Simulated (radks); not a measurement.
Task: The mean radii <r> (bohr) of the occupied orbitals of an atom or ion are listed with their occupations. All-electron calculation, Dirac Kohn-Sham, relativistic LDA (MacDonald-Vosko exchange, VWN5 correlation), spin-unpolarised, spherical densities, finite nucleus; Fermi nuclear charge, rms radius of each element as measured or else 0.836 A^(1/3) + 0.57 fm. Program: a radial shooting solver on a logarithmic mesh with Libxc functionals.

orbital  occ.      <r>
1s1/2       2  0.02284
2s1/2       2  0.09682
2p1/2       2  0.08095
2p3/2       4  0.08755
3s1/2       2   0.2549
3p1/2       2   0.2442
3p3/2       4   0.2568
3d3/2       4   0.2281
3d5/2       6   0.2321
4s1/2       2   0.5580
4p1/2       2   0.5650
4p3/2       4   0.5883
4d3/2       4   0.6019
4d5/2       4   0.6089

Name the element and its charge. Open shells, if any, fill j = l - 1/2 first.

Result: Z = 62, samarium, charge +18: Sm18+ in [Kr] 4d8. The 1s radius gives Z: for a bare nucleus <r> = (2 gamma + 1)/(2Z) with gamma = sqrt(1 - (Z/c)^2), 0.02245 bohr for Z = 62, and screening makes it slightly larger (0.02284 here). The occupations add up to 44, and the charge is Z minus that.
